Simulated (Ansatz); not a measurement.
Start from `C1[O][AlH][SiH2]1` and change one element to get `B1OC[SiH2]1`.

Ansatz, PBE0-D4/def2-TZVP geometries, multiplicity 1. 

```
                                        property  `C1[O][AlH][SiH2]1`
           HOMO energy (ωB97M-V/def2-TZVPP) / eV                -9.11
           LUMO energy (ωB97M-V/def2-TZVPP) / eV                 0.17
              HOMO energy (PBE0/def2-TZVPP) / eV                -7.13
               LUMO energy (PBE/def2-TZVPP) / eV                -2.26
               HOMO energy (PBE/def2-TZVPP) / eV                -6.10
size of the dipole moment (B3LYP/def2-TZVPP) / D                 1.12
```

Q: What does the change do to each property? (An estimate is asked.)

A: The calculation gave: 
```json
{"property": "HOMO energy (ωB97M-V/def2-TZVPP) / eV", "`B1OC[SiH2]1`": "-9.71", "shift": "-0.60"}
{"property": "LUMO energy (ωB97M-V/def2-TZVPP) / eV", "`B1OC[SiH2]1`": "0.87", "shift": "0.70"}
{"property": "HOMO energy (PBE0/def2-TZVPP) / eV", "`B1OC[SiH2]1`": "-7.56", "shift": "-0.43"}
{"property": "LUMO energy (PBE/def2-TZVPP) / eV", "`B1OC[SiH2]1`": "-2.08", "shift": "0.18"}
{"property": "HOMO energy (PBE/def2-TZVPP) / eV", "`B1OC[SiH2]1`": "-6.34", "shift": "-0.24"}
{"property": "size of the dipole moment (B3LYP/def2-TZVPP) / D", "`B1OC[SiH2]1`": "1.22", "shift": "0.10"}
```

With PBE0 the HOMO falls by 0.43 eV and the LUMO rises by 0.41 eV, so the gap widens by about 0.84 eV. PBE moves the HOMO by -0.24 eV and ωB97M-V by -0.60 eV. Dipoles are sizes alone; their direction can turn.

B3LYP here is the variant with VWN-RPA as its local correlation; programs differ in this.
